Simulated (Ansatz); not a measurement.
Geometry optimisation, RHF/def2-SVP in Ansatz 0.2.0.

The input (input.yaml):

```yaml
crystal:
  periodic: [false, false, false]
  atoms:
    - { symbol: W, position_ang: [-0.036425, -0.004652, -0.145261] }
    - { symbol: O, position_ang: [-0.089354, 0.070261, 1.740541] }
    - { symbol: H, position_ang: [-0.759478, -0.265986, 2.326154] }
    - { symbol: Cl, position_ang: [2.22133, -0.051642, -0.436017] }
    - { symbol: Cl, position_ang: [-0.119043, 2.218032, -0.651762] }
    - { symbol: Cl, position_ang: [-2.392146, -0.018811, 0.078671] }
    - { symbol: Cl, position_ang: [0.006624, -2.340137, 0.132295] }
    - { symbol: Cl, position_ang: [-0.459347, -0.495825, -2.364034] }
    - { symbol: Cl, position_ang: [1.892938, 2.20149, 1.988548] }
    - { symbol: H, position_ang: [1.5124, 1.205071, 2.762366] }
basis:
  gaussian: { orbitals: def2-SVP }
hamiltonian:
  xc: hf
relax:
  f_tol: 0.03
  max_steps: 50
```

Launched with:

```bash
$ ansatz run input.yaml --threads 4 --pin off --max-ram 5120MiB --backend cpu --events-out ev --progress --plain --runs-dir out
```

Question: Where does it end, and by what steps?

Answer: It converged. After 37 steps the energy has fallen by 0.755 eV; Cl9 moved furthest, 1.58 Å.

```tsv
step	energy less start (eV)	largest force component (eV/Å)	accepted
0	0.0000	1.613	yes
2	-0.4053	0.810	yes
4	-0.5089	0.310	yes
6	-0.5280	0.173	yes
8	-0.5355	0.077	yes
10	-0.5372	0.907	yes
12	-0.5836	0.214	yes
14	-0.5962	0.307	yes
16	-0.6204	0.578	yes
18	-0.6407	0.406	yes
20	-0.6667	0.936	yes
22	-0.7274	0.327	yes
24	-0.7414	0.184	yes
26	-0.7467	0.102	yes
28	-0.7497	0.107	yes
30	-0.7526	0.066	yes
32	-0.7540	0.069	yes
34	-0.7549	0.052	yes
36	-0.7553	0.035	yes
37	-0.7554	0.028	yes
```

```xyz
10
Properties=species:S:1:pos:R:3
W -0.446 -0.150 -0.283
O -0.429 0.391 1.428
H 0.022 0.743 2.196
Cl 1.887 0.286 -0.245
Cl -0.861 2.014 -1.010
Cl -2.699 -0.583 -0.347
Cl -0.065 -2.349 0.339
Cl -0.122 -0.763 -2.488
Cl 1.882 1.568 3.436
H 2.608 1.360 2.406
```

Whether the end is a true minimum wasn't checked by a vibrational analysis.

The run took 76 s on 4 threads of Intel(R) Xeon(R) 6975P-C (Granite Rapids), on a shared host, peak memory 0.65 GiB.
